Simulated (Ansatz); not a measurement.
`N[Si](O)(S)Cl` + NH₃ → `N[Si](N)(O)Cl` + H₂S  (ligand exchange at the Si–S bond)

Gas-phase electronic energies from Ansatz, PBE0-D4/def2-TZVP geometries. CCSD(T)/CBS is the MP2 limit (def2-TZVPP, def2-QZVPP) plus CCSD(T) − MP2 in def2-TZVPP, frozen cores. This one scheme is used for every species. Functionals use def2-TZVPP. One conformer a species, not always the lowest.

CCSD(T)/CBS gives -11.5 kJ/mol.

(1) Another level gave -12.9 kJ/mol. Which?
A. ωB97M-V/def2-TZVPP
B. CAM-B3LYP/def2-TZVPP
C. PBE-D4/def2-TZVPP
D. HF/def2-TZVPP

Largest T1 diagnostic among the species: 0.010.

Answers

(1) A. ωB97M-V -12.9, PBE-D4 -2.0, CAM-B3LYP -20.5, HF/def2-TZVPP -24.6 kJ/mol.

From BLYP to BHLYP (50 % exact exchange), in def2-TZVPP and without D4, ΔE moves by −7.3 kJ/mol. In def2-TZVPP, CCSD(T) changes the Hartree–Fock value by +10.5 kJ/mol (the triples alone add +3.0 kJ/mol) and MP2 by +14.2 kJ/mol. At CCSD(T), def2-SVP lies −4.1 kJ/mol from the extrapolated value and def2-TZVPP −2.6 kJ/mol.

CCSD(T)/CBS has its own doubt, a few kJ/mol and more with outer-core shells, so smaller differences from it don't rank the levels.
